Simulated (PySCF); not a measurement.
Correlation energy of N⁺ (nitrogen, charge +1)

[He] 2s2 2p2, high-spin 3P determinant. All numbers are calculated (PySCF 2.14, no relativity, point nucleus, in aug-cc-pVTZ). Frozen: 1s2; 4 electrons correlated.

MP2 pair energies summed by pair of shells (mhartree):

```csv
pair,energy,share (%)
2s-2p,-44.06,61.2
2s-2s,-20.46,28.4
2p-2p,-7.49,10.4
```

Total MP2 correlation energy: -72.02 mhartree.

Same-spin part -12.97 and opposite-spin part -59.05 mhartree; SCS-MP2 scales them by 1/3 and 6/5 to -75.18 mhartree.
